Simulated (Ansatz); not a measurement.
`O[SiH2]I` → `OI` + `[SiH2]` at 298.15 K and 1 bar (silylene formation by 1,1-elimination).

Calculated with Ansatz (gas phase, PBE0-D4/def2-TZVP geometries, no zero-point term in ΔE). CCSD(T)/CBS is the MP2 limit (def2-TZVPP, def2-QZVPP) plus CCSD(T) − MP2 in def2-TZVPP, frozen cores. This one scheme is used for every species. Elements past krypton have def2 core potentials. For I outer-core shells are correlated without core-valence functions, which leaves a few kJ/mol of doubt a bond. One conformer a species, not always the lowest.

```
   species  CCSD(T)/CBS energy (Eh)  H − E (kJ/mol)  S (J/(mol·K))
`O[SiH2]I`               -663.58059            99.3          309.7
      `OI`               -373.17567            43.6          254.5
  `[SiH2]`               -290.19011            40.6          207.5
```

H − E and S are ideal-gas, rigid-rotor, harmonic terms from PBE0-D4/def2-TZVP, for one conformer and one mirror image of each species. 1 Eh = 2625.50 kJ/mol, R = 8.31446 J/(mol·K).

Q: By hand: ΔE, ΔH, ΔS and ΔG.

A: ΔE = (-373.17567) + (-290.19011) − (-663.58059) = 0.21481 Eh = 564.0 kJ/mol. Δ(H − E) = 43.6 + 40.6 − 99.3 = -15.1, so ΔH = 548.9 kJ/mol. ΔS = 254.5 + 207.5 − 309.7 = 152.3 J/(mol·K). ΔG = 548.9 − 298.15 × (152.3)/1000 = 503.5 kJ/mol.

Q: By hand: the equilibrium constant, and the temperature at which ΔG would vanish if ΔH and ΔS stayed fixed.

A: log₁₀ K = −ΔG/(RT ln 10) = -88.2. ΔG = 0 at ΔH/ΔS = 3604 K, far beyond where these terms or the molecules hold.

The number of gas molecules changes by +1, which sets the sign of ΔS. A doubt of 5 kJ/mol in ΔE shifts log₁₀ K by 0.9 here. Other conformers and mirror images would add mixing entropy, several J/(mol·K) or more a flexible species. These are equilibria of isolated gas molecules and say nothing of rates. Largest T1 diagnostic: 0.014 (customary marks: 0.02 for closed shells, 0.045 for open ones).
